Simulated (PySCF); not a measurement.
Mo(O)(NH)(F)(OH) (FH2MoNO2), SMILES [NH]=[Mo](=[O])([OH])[F], multiplicity 1. Atoms are numbered in the order given.

```xyz
7

Mo     0.0406    -0.0093     0.0004
O      1.6596     0.0237     0.4547
N     -0.0616     0.2113    -1.7158
H      0.4727     0.3398    -2.5767
F     -0.7331    -1.6510     0.4267
O     -0.8745     1.3993     0.8387
H     -1.4293     2.0470     0.3824
```
Charge 0, spin multiplicity 1.

Geometry optimised at B3LYP-D3(BJ)/def2-SVP. The multiplicity is an assumed one; no other spin state was optimised. The structure was generated by enumeration; whether it is a known compound was not checked. The def2 effective core potentials stand for the cores of Mo; spin–orbit coupling is left out. One conformer was computed; it need not be the lowest.

These are PySCF with B3LYP/def2-TZVP values and carry that method's errors.

Atomic charges (e):

```tsv
atom	Mulliken	Löwdin
Mo1	1.78	0.84
O2	-0.56	-0.28
N3	-0.65	-0.34
H4	0.25	0.16
F5	-0.48	-0.27
O6	-0.71	-0.30
H7	0.35	0.18
```
